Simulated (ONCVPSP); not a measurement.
How hard is this molybdenum ONCV potential?

* Element: Mo (Z = 42)
* Generator: ONCVPSP 4.0.1
* Type: optimised norm-conserving Vanderbilt (ONCV)
* Functional: LDA (Perdew-Wang 92)
* Relativity: scalar-relativistic
* Frozen core: [Ar] 3d10
* Valence charge: 14
* Reference configuration: 4s2 4p6 4d5 5s0.5 (charge +0.5)
* Partial waves: 4s+5s: rc 1.85 bohr, ncon 4, nbas 8, qcut 4.9 1/bohr, 2 projectors; 4p: rc 1.30 bohr, ncon 4, nbas 7, qcut 5.4 1/bohr, 1 projector; 4d: rc 2.00 bohr, ncon 3, nbas 7, qcut 6.8 1/bohr, 2 projectors, debl 1.2 Ha
* Local potential: polynomial inside 1.20 bohr (lpopt 5, dvloc0 4 Ha)
* Core correction: Teter function, fcfact 3.25, rcfact 1.55

Q: For each optimised wave give the share of its norm inside rc, the residual kinetic energy above qcut (Ha) and the cutoffs (Ha) for errors of 10, 1, 0.1 and 0.01 mHa per electron.

A:

```tsv
wave	norm inside rc	residual KE	10 mHa	1 mHa	0.1 mHa	0.01 mHa
4s	0.958	2.7e-04	4.3	9.2	29.3	52.5
5s	0.068	3.1e-04	3.7	9.3	20.4	60.5
4p	0.608	8.8e-03	11.0	70.7	87.5	118.3
4d	0.613	2.2e-06	12.7	16.3	19.1	21.8
d projector 2	0.214	7.2e-06	13.9	17.6	20.4	23.2
```

The occupied waves need 71 Ha and 88 Ha for 1 and 0.1 mHa.
